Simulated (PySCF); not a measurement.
## Core-level binding energies of AlMe2(OtBu)

AlMe2(OtBu), C6H15AlO.
Geometry (PBE0-D3(BJ)/def2-SVP, Å), atoms numbered from 1 in this order:
```
atom  x, y, z in Å
Al1    0.6754    1.3096    0.8139
C2     2.5224    0.6833    0.9862
H3     3.1191    1.3247    1.6546
H4     3.0275    0.6734    0.0048
H5     2.5740   -0.3479    1.3739
C6     0.0369    3.0408    1.4456
H7    -0.8710    2.9286    2.0614
H8    -0.2440    3.6840    0.5940
H9     0.7868    3.5862    2.0401
O10   -0.5129    0.3476    0.0595
C11   -0.7573   -0.8661   -0.5985
C12    0.5078   -1.3582   -1.3020
C13   -1.2179   -1.8908    0.4374
C14   -1.8628   -0.6165   -1.6229
H15    0.3243   -2.2971   -1.8460
H16    0.8572   -0.6067   -2.0277
H17    1.3152   -1.5374   -0.5754
H18   -0.4258   -2.0623    1.1833
H19   -1.4649   -2.8566   -0.0295
H20   -2.1094   -1.5175    0.9631
H21   -1.5358    0.1409   -2.3512
H22   -2.7630   -0.2362   -1.1180
H23   -2.1245   -1.5360   -2.1685
```

Computed with delta-SCF UKS SCAN, pcX-2 on the ionised atom, pcseg-1 elsewhere, spin-free X2C in PySCF. Binding energies are ΔSCF values: E(core-ionised, relaxed orbitals) − E(ground state) at a fixed geometry, referred to the vacuum level.

Q: What binding energy does each computed site have?

A: 
| atom(s) | environment | level | binding energy (eV) | above the level's lowest (eV) | count |
| --- | --- | --- | --- | --- | --- |
| C2/C6 | carbon bonded to Al and 3 H | C 1s | 289.52 | 0.00 | 2 |
| C12/C13/C14 | carbon bonded to C and 3 H | C 1s | 290.29 | +0.77 | 3 |
| C11 | carbon bonded to 3 C and O | C 1s | 291.83 | +2.31 | 1 |
| O10 | oxygen bonded to Al and C | O 1s | 536.66 | 0.00 | 1 |
| Al1 | aluminium bonded to 2 C and O | Al 1s | 1566.21 | 0.00 | 1 |

The listed C 1s values span 2.31 eV, from C2/C6 (bonded to 3 H and Al) to C11 (bonded to O and 3 C). The widest gap between neighbouring values is 1.54 eV, between 290.29 and 291.83 eV.

Q: Which photon wavelength matches the Al 1s of Al1 threshold?

A: λ = hc/E = 12398.42 eV Å / 1566.21 eV = 7.916 Å.

One atom of each set of topologically equivalent atoms was ionised and stands for the set; in this conformer not all members are related by symmetry, and their own values weren't computed. Isolated species at its PBE0-D3(BJ)/def2-SVP geometry (one conformer only).
